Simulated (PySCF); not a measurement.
# Correlation energy of Te³⁺ (tellurium, charge +3)

[Kr] 4d10 5s2 5p1, 2P determinant. Computed with PySCF 2.14 in x2c-SVPall (6s5p3d, 36 functions), with the spin-free X2C one-electron Hamiltonian (Gaussian nucleus). Frozen: [Kr] 4d10; 3 electrons correlated.

MP2 pair energies summed by pair of shells (mhartree):

```
 pair  energy  share (%)
5s-5s  -16.43       60.8
5s-5p  -10.57       39.2
```

Total MP2 correlation energy: -27.00 mhartree.

Same-spin part -1.66 and opposite-spin part -25.35 mhartree; SCS-MP2 scales them by 1/3 and 6/5 to -30.97 mhartree.

```csv
level,correlation energy (mhartree)
CCSD,-39.76
(T),-0.23
CCSD(T),-39.99
```

Diagnostics: T1 = 0.0068, D1 = 0.0161, largest double amplitude 0.095.

Cost of the coupled-cluster step: 0.12 s of wall time on 1 thread of Neoverse-V1 (shared host), for 3 correlated electrons.

Iterations:

```
CC2 = 0
CCSD nocc = (np.int64(2), np.int64(1)), nmo = (13, 13)
frozen orbitals [[0, 1, 2, 3, 4, 5, 6, 7, 8, 9, 10, 11, 12, 13, 14, 15, 16, 17, 18, 19, 20, 21, 22], [0, 1, 2, 3, 4, 5, 6, 7, 8, 9, 10, 11, 12, 13, 14, 15, 16, 17, 18, 19, 20, 21, 22]]
max_cycle = 100
direct = 0
conv_tol = 1e-08
conv_tol_normt = 1e-06
diis_space = 8
diis_start_cycle = 0
Init t2, MP2 energy = -0.0270003165463791
Init E_corr(UCCSD) = -0.0270003165468511
cycle = 1  E_corr(UCCSD) = -0.0353942379314997  dE = -0.00839392138  norm(t1,t2) = 0.0426185
cycle = 2  E_corr(UCCSD) = -0.0381670366419472  dE = -0.00277279871  norm(t1,t2) = 0.0159937
cycle = 3  E_corr(UCCSD) = -0.0397719877864221  dE = -0.00160495114  norm(t1,t2) = 0.00639401
cycle = 4  E_corr(UCCSD) = -0.039759389370013  dE = 1.25984164e-05  norm(t1,t2) = 0.000586119
cycle = 5  E_corr(UCCSD) = -0.0397653045353877  dE = -5.91516537e-06  norm(t1,t2) = 4.73978e-05
cycle = 6  E_corr(UCCSD) = -0.0397639234379298  dE = 1.38109746e-06  norm(t1,t2) = 6.3554e-06
cycle = 7  E_corr(UCCSD) = -0.0397644804034278  dE = -5.56965498e-07  norm(t1,t2) = 1.72232e-06
cycle = 8  E_corr(UCCSD) = -0.0397643167757235  dE = 1.63627704e-07  norm(t1,t2) = 5.11541e-07
cycle = 9  E_corr(UCCSD) = -0.0397643269180345  dE = -1.01423109e-08  norm(t1,t2) = 9.87599e-08
cycle = 10  E_corr(UCCSD) = -0.0397643426023121  dE = -1.56842776e-08  norm(t1,t2) = 5.94019e-08
cycle = 11  E_corr(UCCSD) = -0.0397643424616828  dE = 1.40629224e-10  norm(t1,t2) = 1.58634e-08
UCCSD converged
E(UCCSD) = -6788.207874122795  E_corr = -0.03976434246168285
UCCSD(T) correction = -0.00022964036454534
```
